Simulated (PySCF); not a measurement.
Deuteron quadrupole couplings in `O[SiH2]C[SiH2]CC(F)(F)F`

Compound: C3H9F3OSi2.
Numbering: `[OH:1][SiH2:2][CH2:3][SiH2:4][CH2:5][C:6]([F:7])([F:8])[F:9]` (hydrogens: H10 on O1; H11, H12 on Si2; H13, H14 on C3; H15, H16 on Si4; H17, H18 on C5)

Geometry (GFN2-xTB, Å), atoms numbered from 1 in this order:
```
atom  x, y, z in Å
O1    -2.8375   -1.2201   -0.0894
Si2   -2.8627    0.3935    0.0997
C3    -1.0975    0.8973   -0.3583
Si4    0.1794   -0.3373    0.2925
C5     1.9041    0.3740   -0.1584
C6     2.9604   -0.4356    0.5096
F7     2.8961   -1.7420    0.1936
F8     2.8906   -0.3766    1.8519
F9     4.2156   -0.0491    0.1952
H10   -3.6222   -1.7498    0.0209
H11   -3.1829    0.7331    1.4870
H12   -3.8556    1.0023   -0.7911
H13   -0.9058    1.8941    0.0355
H14   -1.0134    0.9762   -1.4411
H15    0.0894   -1.6499   -0.3466
H16    0.1178   -0.4443    1.7534
H17    2.0906    0.3363   -1.2296
H18    2.0248    1.4043    0.1692
```

Level: PBE0/pcSseg-1 (PySCF, non-relativistic); Q(2H) = 0.00286 b; rigid geometry, the same for H and D, with no vibrational averaging.

Question: Rank these positions by the coupling χzz of a deuteron there, largest first.
A. H14 (methylene hydrogen)
B. H10 (hydroxyl hydrogen)
C. H17 (methylene hydrogen)
D. H12 (Si–H hydrogen)

Answer: B (345 kHz), A (217 kHz), C (210 kHz), D (106 kHz).

Q: Give the electric field gradient Vzz (the principal value of largest size), its asymmetry and the 2H coupling at each hydrogen.

A: 
```json
{"atom": "H10", "bonded to": "O1", "bond length (Å)": "0.953", "Vzz (au)": "0.5141", "η": "0.06", "χzz (kHz)": "345"}
{"atom": "H11", "bonded to": "Si2", "bond length (Å)": "1.464", "Vzz (au)": "0.1588", "η": "0.02", "χzz (kHz)": "107"}
{"atom": "H12", "bonded to": "Si2", "bond length (Å)": "1.466", "Vzz (au)": "0.1570", "η": "0.03", "χzz (kHz)": "106"}
{"atom": "H13", "bonded to": "C3", "bond length (Å)": "1.089", "Vzz (au)": "0.3239", "η": "0.01", "χzz (kHz)": "218"}
{"atom": "H14", "bonded to": "C3", "bond length (Å)": "1.089", "Vzz (au)": "0.3231", "η": "0.01", "χzz (kHz)": "217"}
{"atom": "H15", "bonded to": "Si4", "bond length (Å)": "1.463", "Vzz (au)": "0.1623", "η": "0.02", "χzz (kHz)": "109"}
{"atom": "H16", "bonded to": "Si4", "bond length (Å)": "1.466", "Vzz (au)": "0.1589", "η": "0.02", "χzz (kHz)": "107"}
{"atom": "H17", "bonded to": "C5", "bond length (Å)": "1.088", "Vzz (au)": "0.3130", "η": "0.06", "χzz (kHz)": "210"}
{"atom": "H18", "bonded to": "C5", "bond length (Å)": "1.088", "Vzz (au)": "0.3133", "η": "0.05", "χzz (kHz)": "211"}
```

Q: Average by the element that carries the hydrogen.

A: on O: 345 kHz over 1 position, mean bond length 0.953 Å; on Si: 107 kHz over 4 positions, mean bond length 1.465 Å; on C: 214 kHz over 4 positions, mean bond length 1.088 Å.

Q: Give the 2H NMR doublet splittings at H12 for a magnetic field along the z, y and x axes of the gradient: 3χ/2, 3χ(1 + η)/4, 3χ(1 − η)/4.

A: With |χ| = 105.5 kHz and η = 0.025: 158, 81 and 77 kHz, to first order and without motion.

Geometry: GFN2-xTB, one conformer, isolated molecule. GFN2-xTB bond lengths can be off by several hundredths of an ångström, more for odd bonds, and the gradients follow them. These gradients aren't converged with respect to the basis.
